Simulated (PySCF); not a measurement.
**AsON, singlet: structure and spectrum**

Level of theory: PBE0/[As def2-TZVP, O def2-TZVP, N def2-TZVP], no relativity, density fitting, PySCF.

The structure is a minimum.

Coordinates in bohr (charge 0 multiplicity 1):
```
As    0.0576    0.0000    0.0004
O    -2.9796    0.0000   -0.0189
N     3.0952    0.0000    0.0196
```

```json
{
 "Point group": "C∞v",
 "Bond lengths": "As–N 1.607 Å, As–O 1.607 Å",
 "Bond angles": "N–As–O 180.0°",
 "Entropy at 298.15 K and 1 bar": "253.6 J/(mol K)",
 "Principal polarisabilities": "23.9, 23.9, 53.3 bohr³",
 "Enthalpy at 298.15 K above 0 K": "12.07 kJ/mol",
 "Rotational symmetry number": "1",
 "Dipole moment": "0.47 D",
 "Atomisation energy without zero-point energy": "665 kJ/mol",
 "Heat capacity Cp at 298.15 K": "47.7 J/(mol K)",
 "Lowest empty level": "-3.44 eV",
 "Principal quadrupole moments (Buckingham, traceless) about the centre of mass": "-9.73, 4.86, 4.86 D Å",
 "Highest occupied level": "-8.92 eV",
 "Zero-point energy": "14.6 kJ/mol",
 "Rotational constants": "0.2178 cm⁻¹"
}
```

Harmonic modes (masses in u: As 74.922, O 15.995, N 14.003):
```
symmetry  ω (cm⁻¹)  IR (km/mol, summed over degenerate members)  μ (u)     type
       π       167                                         33.3  19.27     bend
      σ+       957                                         30.4  15.61  stretch
      σ+      1148                                         30.3  18.30  stretch
```

In C∞v the vibrations span π + 2σ+.

Charges (e):
```csv
atom,Mulliken,Löwdin,polar tensor,Mayer order to As1
As1,0.78,0.69,0.74,–
O2,-0.45,-0.31,-0.47,1.80
N3,-0.33,-0.39,-0.27,2.58
```

Mulliken populations on As1: s 7.32, p 14.45, d 10.37, f 0.08.

Outer orbital energies (eV). occupied: -28.42, -23.87, -15.05, -11.48, -11.48, -11.07, -8.92, -8.92; empty: -3.44, -2.03, -2.03, 4.12.

Counting electrons, arsenic keeps none of its valence electrons outside its bonds, so the VSEPR class is AX2 and the expected shape is linear; with unlike ligands the computed point group is C∞v.

This need not be the most stable arrangement of these atoms.

The final relaxation and frequency run took 26 s on 2 threads of a shared Arm Neoverse V1 host, with 110 basis functions and 10 gradients; the process peaked at 0.94 GiB. Launch command: `OMP_NUM_THREADS=2 python axn.py task.json out`.
